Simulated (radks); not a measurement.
Ionisation of the lanthanum ion La47+, [Ne], to [He] 2s2 2p5 as the strength of local exchange is varied. All-electron calculation, Dirac Kohn-Sham, Slater X-alpha exchange (alpha = 2/3 is LDA exchange), no correlation, spin-unpolarised, spherical densities, finite nucleus; Fermi nuclear charge, rms radius 4.855 fm. Program: a radial shooting solver on a logarithmic mesh with Libxc functionals.

| alpha | E(La47+) (hartree) | exchange (hartree) | IE (eV) | -e of the level emptied (eV) | <r> of it (bohr) |
|---|---|---|---|---|---|
| 0.667 | -6249.0613 | -91.9439 | 8677.2 | 8553.1 (2p3/2) | 0.09378 |
| 0.696 | -6253.0597 | -95.9831 | 8687.5 | 8563.5 (2p3/2) | 0.09372 |
| 0.786 | -6265.4797 | -108.5403 | 8719.3 | 8595.7 (2p3/2) | 0.09356 |
| 0.85 | -6274.3218 | -117.4902 | 8742.0 | 8618.7 (2p3/2) | 0.09345 |
| 0.983 | -6292.7238 | -136.1432 | 8789.3 | 8666.6 (2p3/2) | 0.09321 |

NIST Atomic Spectra Database: 8669 eV (theoretical). The central value is not met in this range of alpha. Spin polarisation and multiplet splitting are left out, so open shells lie too high by an amount that depends on their filling.

Beside tabulated values, note that spin-unpolarised runs miss the spin-polarisation part of the exchange energy of open shells.
